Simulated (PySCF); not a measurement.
## I+: excitation energy

I+ [Kr] 4d10 5s2 5p4 (3P) → I+ [Kr] 4d10 5s1 5p5 (3P), as a difference of total energies. Computed with PySCF 2.14 in aug-cc-pVTZ-PP with ECP28MDF (6s5p4d2f, 55 functions), with scalar relativity through the core potential. Correlated levels: valence: 4s2 4p6 4d10 frozen. The calculations carry no spin-orbit coupling.

Q: Order these methods by the excitation energy they give, lowest first.
A. MP2 (valence)
B. SCS-MP2 (valence)
C. BP86
D. wB97X

A: B (10.961 eV), C (11.004 eV), A (11.087 eV), D (11.489 eV).

Errors of the correlated levels include the incompleteness of this basis and the frozen core.

For comparison: 9.986 eV (measured; NIST levels, between the centres of gravity of the two terms).
